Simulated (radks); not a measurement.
Fractional charge and spin in the 4p shell of rhodium: the spin-up occupation runs from 2 to 3 and the spin-down occupation from 2 to 3; the fullest corner is Rh2+, [Ar] 3d10 4s2 4d(up 3.5, down 3.5) 4p(up 3, down 3). Method: scalar-relativistic Kohn-Sham, PBE, spin-polarised, spherical densities, point nucleus; computed with a radial shooting solver on a logarithmic mesh with Libxc functionals. Energy (eV) minus the two flat planes that join the four corners (they meet along the diagonal where the two added fractions sum to one electron); zero is where a piecewise linear energy would lie.

down \ up,2,2.5,3
2,0.000,-2.130,0.000
2.5,-2.130,0.276,-1.967
3,0.000,-1.967,0.000

Corners above the fullest one (they belong to Rh3+ and the next ion): (up 3, down 2) 78.959 eV, (up 2, down 3) 78.959 eV, (up 2, down 2) 175.43 eV. With half an added electron in each spin the energy lies 0.276 eV from the planes, and with half an added electron in spin up alone -2.130 eV. The planes are only a guide here: the flat-plane condition holds for ground states with one frontier orbital, while this shell lies below other occupied shells, so the corners above the fullest one are inner-hole states and not the ground states of those ions.
